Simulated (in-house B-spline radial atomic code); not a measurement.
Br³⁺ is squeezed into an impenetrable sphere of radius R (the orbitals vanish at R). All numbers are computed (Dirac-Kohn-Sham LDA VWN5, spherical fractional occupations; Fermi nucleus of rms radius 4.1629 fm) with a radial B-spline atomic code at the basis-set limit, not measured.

Energies in eV above the free ion in [Ar] 3d10 4s2 4p2:

```tsv
R (bohr)	highest level (eV)	[Ar] 3d10 4s2 4p2	[Ne] 3s2 3p5 3d10 4s2 4p2 4f1	[Ar] 3d10 4s1 4p3
9.74	-39.9	0	211.7	14.38
6.34	-39.9	0.001241	212.5	14.38
5.23	-39.9	0.02868	214	14.42
4.51	-39.7	0.2027	216.3	14.64
3.68	-38.5	1.749	222.6	16.49
3.3	-36.9	4.53	229	19.71
2.55	-26.2	28.41	266.8	46.02
2.36	-19.8	45.28	289.8	64.11
1.9	12.9	145.9	415.2	169.4
1.21	256	1162	1539	1195
```

**Question.** Does [Ne] 3s2 3p5 3d10 4s2 4p2 4f1 fall below [Ar] 3d10 4s2 4p2 under compression?

**Answer.** No, it stays above over the whole range.

**Question.** Does [Ar] 3d10 4s1 4p3 fall below [Ar] 3d10 4s2 4p2 under compression?

**Answer.** No, it stays above over the whole range.

The highest level is first positive in the row R = 1.9 bohr, pushed up by confinement above the zero of the free ion's potential. Each configuration is held fixed and needn't be the lowest in the sphere.
